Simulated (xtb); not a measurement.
C2, SMILES [C]=[C] (connectivity only; charge and spin as stated), neutral, multiplicity 1. All values are semi-empirical tight-binding results from xtb (GFN2-xTB unless named), good for trends rather than for accurate numbers. Geometry optimised at GFN2-xTB.

Problem. Estimate the properties. (The exact figures need the calculation; the answer reports its results.)

Solution. 
The point group as xtb finds it is D∞h and the orbital gap is 3.07 eV. The dipole moment comes out as 0.00 D and the static polarisability (D4 model) comes out as 20.1 bohr³. The solvation energy, GFN2-xTB/ALPB(water) is -0.5 kcal/mol and the solvation energy, GFN2-xTB/ALPB(dmso) is -2.5 kcal/mol.
